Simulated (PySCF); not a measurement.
CaBi from Hartree–Fock to correlated methods

State: ⁴Σ⁻ (quartet), unpaired electrons σ ↑, π ↑↑. Set-up: PySCF, scalar-relativistic core potentials, basis sets Ca def2-SVP, Bi def2-SVP with ECP60. De refers to Ca + Bi in their high-spin ground configurations, without counterpoise correction. The functionals are run spin-unrestricted. A positive dipole means Ca(−)Bi(+).

| Level | Re (Å) | ωe (cm⁻¹) | De (eV) | μ (D) |
| --- | --- | --- | --- | --- |
| UHF | 3.295 | 138 | 0.279 | -4.15 |
| UHF-MP2 | 3.289 | 140 | 0.344 | n/a |
| UHF-SCS-MP2 | 3.313 | 135 | 0.263 | n/a |
| UHF-CCSD | 3.337 | 123 | 0.310 | n/a |
| UHF-CCSD(T) | 3.334 | 125 | 0.347 | n/a |
| PBE | 3.166 | 158 | 1.04 | -2.84 |
| PBEsol | 3.126 | 165 | 1.17 | -3.00 |
| PW91 | 3.154 | 160 | 1.08 | -2.94 |
| r²SCAN | 3.172 | 161 | 1.09 | -3.64 |
| PBE0 | 3.170 | 159 | 0.93 | -3.24 |
| BHandHLYP | 3.199 | 155 | 0.75 | -3.58 |
| CAM-B3LYP | 3.160 | 162 | 0.84 | -3.57 |

(1) Which functional lies closest to UHF-CCSD(T) in De, which farthest, and by how much do they differ from it?

(2) What does a quarter of exact exchange do here, going from PBE to PBE0?

(3) What does the step from GGA to meta-GGA do here, going from PBE to r²SCAN?

Correlated steps freeze 9 core orbitals. Correlated levels converge slowly with the basis: in double zeta they bind strong bonds too weakly, by up to about 1 eV, and carry superposition errors of some tenths. These are scalar-relativistic numbers at best; spin–orbit coupling would shift them, the dissociation energy most. The state was picked by a PBE0 search and need not be the measured ground state.

Results:

(1) Closest is BHandHLYP (-13.5 pm in Re, +24.0 % in ωe, +0.40 eV in De against UHF-CCSD(T) in the same basis), farthest PBEsol (-20.8 pm in Re, +32.0 % in ωe, +0.82 eV in De). CCSD(T) converges more slowly with the basis than the functionals do and binds too weakly in this one, so the order can change at the basis-set limit.

(2) PBE0 less PBE: +0.4 pm in Re, +0.6 % in ωe, -0.11 eV in De. Exact exchange removes part of the self-interaction that spreads semilocal densities, and in most molecules shortens and stiffens the bond and lowers De; here Re goes the other way.

(3) r²SCAN less PBE: +0.6 pm in Re, +1.9 % in ωe, +0.05 eV in De.
